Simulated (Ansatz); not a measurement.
CF2GaNO, SMILES `O=C=[N][Ga]([F])[F]` at its PBE0-D4/def2-TZVP geometry, where that method's forces vanish. Total charge 0; spin multiplicity 1.

```json
{"atom": "O1", "x (Å)": "-0.5371", "y (Å)": "1.7031", "z (Å)": "2.1813"}
{"atom": "C2", "x (Å)": "-0.4299", "y (Å)": "1.1940", "z (Å)": "1.1446"}
{"atom": "N3", "x (Å)": "-0.3571", "y (Å)": "0.7339", "z (Å)": "0.0326"}
{"atom": "Ga4", "x (Å)": "0.2443", "y (Å)": "-0.7271", "z (Å)": "-0.8237"}
{"atom": "F5", "x (Å)": "1.0050", "y (Å)": "-2.0444", "z (Å)": "0.0009"}
{"atom": "F6", "x (Å)": "0.0748", "y (Å)": "-0.8596", "z (Å)": "-2.5357"}
```

Task: For each bond, give half the difference of the two atoms' forces along it (eV/Å; positive pushes the atoms apart) under PBE-D4, r2SCAN-D4, B3LYP-D4, ωB97M-V in def2-TZVPP. (Estimate.)

Result: Ansatz gave: 
```csv
bond,length (Å),PBE-D4,r2SCAN-D4,B3LYP-D4,ωB97M-V
O1–C2,1.160,0.95,0.35,0.25,0.05
C2–N3,1.206,0.24,0.11,-0.09,0.01
N3–Ga4,1.797,-0.40,-0.14,-0.01,-0.02
Ga4–F5,1.730,0.39,0.01,0.18,0.06
Ga4–F6,1.725,0.39,0.01,0.16,0.07
```

B3LYP here is the variant with VWN-RPA as its local correlation; programs differ in this.
